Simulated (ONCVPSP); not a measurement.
An all-electron radial function and its pseudo partner (fluorine)

Columns: radius, all-electron u(r) and pseudo u(r) of the 2p shell (level -49.14 eV) of fluorine in the configuration [He] 2s2 2p3; PW91, scalar-relativistic, ONCV scheme, ONCVPSP 4.0.1.

| r (bohr) | all-electron | pseudo |
| --- | --- | --- |
| 0.047 | 0.0456 | 0.0245 |
| 0.095 | 0.1509 | 0.0959 |
| 0.142 | 0.2782 | 0.2026 |
| 0.190 | 0.4126 | 0.3358 |
| 0.237 | 0.5371 | 0.4757 |
| 0.285 | 0.6512 | 0.6143 |
| 0.332 | 0.7470 | 0.7351 |
| 0.380 | 0.8285 | 0.8369 |
| 0.427 | 0.8924 | 0.9129 |
| 0.475 | 0.9423 | 0.9672 |
| 0.522 | 0.9773 | 1.0007 |
| 0.570 | 1.0004 | 1.0189 |
| 0.617 | 1.0118 | 1.0246 |
| 0.665 | 1.0138 | 1.0215 |
| 0.712 | 1.0076 | 1.0116 |
| 0.760 | 0.9945 | 0.9962 |
| 0.807 | 0.9761 | 0.9766 |
| 0.855 | 0.9527 | 0.9528 |
| 0.902 | 0.9263 | 0.9263 |
| 0.950 | 0.8966 | 0.8965 |
| 0.997 | 0.8654 | 0.8653 |
| 1.045 | 0.8321 | 0.8321 |
| 1.092 | 0.7986 | 0.7985 |
| 1.140 | 0.7639 | 0.7638 |
| 1.187 | 0.7297 | 0.7297 |
| 1.235 | 0.6950 | 0.6949 |

Task: How many radial nodes do the two functions have?

Result: The all-electron 2p function has n − l − 1 = 0; the pseudo-wave has 0.

Task: At about which radius was the pseudo-wave matched?

Result: 0.95 bohr. The columns agree to 0.0005 from 0.85 bohr on; several derivatives are matched, so the curves merge somewhat inside the radius.

Task: Where does each function peak?

Result: Outermost all-electron maximum near 0.67 bohr, pseudo maximum near 0.62 bohr (to the table’s step).

Task: Is the pseudo-wave norm-conserving?

Result: Yes: the ONCV scheme keeps the norm inside the radius equal to the all-electron one, which fixes the energy derivative of the logarithmic derivative at the level.
